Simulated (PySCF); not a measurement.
**Electron correlation in V (vanadium, neutral)**

[Ar] 3d3 4s1 4p1, one real determinant (an excited configuration). All numbers are calculated (PySCF 2.14, the spin-free X2C one-electron Hamiltonian (Gaussian nucleus), in x2c-TZVPPall with one added diffuse shell each of s, p, d, f type (7s6p5d3f1g, 80 functions)). Frozen: [Ar]; 5 electrons correlated.

| level | correlation energy (mhartree) |
| --- | --- |
| CCSD | -40.44 |
| (T) | -0.84 |
| CCSD(T) | -41.28 |

Diagnostics: T1 = 0.014, D1 = 0.0319, largest double amplitude 0.042.

The real determinant used has ⟨L²⟩ near 14 against 20 for a pure G term, so it mixes terms.

Cost of the coupled-cluster step: about 15 core-seconds, for 5 correlated electrons.

The reference is one real determinant that mixes LS terms of this configuration.
